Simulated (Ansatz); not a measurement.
`C[S][Zn][S]C` + `[GeH3][TeH]` → `C[Te][GeH3]` + `C[S][Zn][SH]`  (substitution at a C–S bond)

Isolated molecules relaxed with PBE0-D4/def2-TZVP in Ansatz; ΔE leaves out vibrations. CCSD(T)/CBS adds triple-zeta CCSD(T) − MP2 to the extrapolated MP2 energy (def2 sets, frozen cores). DFT in def2-TZVPP. Elements past krypton have def2 core potentials. For Ge, Te, Zn outer-core shells are correlated without core-valence functions, which leaves a few kJ/mol of doubt a bond. Scalar relativity is left out up to krypton. One conformer a species, not always the lowest.

`C[S][Zn][S]C`:

```xyz
11

C     0.136   -2.372    1.608
S     1.187   -2.078    0.147
Zn    1.013    0.059   -0.127
S     0.870    2.198   -0.404
C    -0.535    2.348   -1.558
H     0.506   -1.843    2.485
H    -0.902   -2.098    1.421
H     0.180   -3.443    1.806
H    -0.665    3.414   -1.745
H    -0.334    1.853   -2.506
H    -1.457    1.960   -1.126
```

`[GeH3][TeH]`:

Cartesian coordinates in Å:
```
Ge 0.634 -0.130 -0.160
Te -1.380 0.224 1.377
H 0.936 1.146 -0.958
H 1.804 -0.458 0.777
H 0.380 -1.300 -1.120
H -2.374 0.518 0.084
```

`C[Te][GeH3]`:

```xyz
9

C    -0.725   -1.154   -1.091
Te   -0.522    0.984   -1.174
Ge    0.702    1.138    1.054
H     0.259   -1.617   -1.066
H    -1.249   -1.452   -1.998
H    -1.310   -1.435   -0.219
H     1.010    2.621    1.302
H     2.011    0.330    1.003
H    -0.178    0.586    2.188
```

`C[S][Zn][SH]`:

Cartesian coordinates in Å:
```
C -1.586 0.065 -0.619
S -0.854 1.014 0.756
Zn 1.228 0.456 0.645
S 3.324 -0.072 0.529
H -2.651 0.298 -0.618
H -1.468 -1.008 -0.478
H -1.169 0.361 -1.581
H 3.176 -1.114 1.366
```

```tsv
level	ΔE (kJ/mol)	difference from CCSD(T)/CBS
BLYP-D4	-28.4	6.1
r2SCANh-D4	-28.0	6.5
BHLYP-D4	-29.0	5.5
CAM-B3LYP-D4	-27.0	7.5
ωB97M-V	-28.7	5.8
B2PLYP	-29.6	4.9
revPBE	-26.2	8.3
PBE0	-26.4	8.1
r2SCANh	-27.8	6.7
r2SCAN0	-27.8	6.7
CAM-B3LYP	-25.9	8.6
CCSD/def2-SVP	-20.4	14.1
CCSD(T)/def2-SVP	-20.6	13.9
SCS-MP2/def2-QZVPP	-34.4	0.1
HF/CBS(def2)	-26.2	8.3
CCSD/CBS(def2)	-33.7	0.8
CCSD(T)/CBS	-34.5	0
```

Largest T1 diagnostic among the species: 0.014.

Leaving LDA and LC-ωPBE aside and taking each functional with its dispersion term where it has one, the values, not all of them listed here, spread over 2.9 kJ/mol, from PBE-QIDH to revPBE-D4. In def2-TZVPP, CCSD(T) changes the Hartree–Fock value by −6.4 kJ/mol (the triples alone add −0.8 kJ/mol) and MP2 by −9.5 kJ/mol. At CCSD(T), def2-SVP lies +13.9 kJ/mol from the extrapolated value and def2-TZVPP +2.1 kJ/mol.
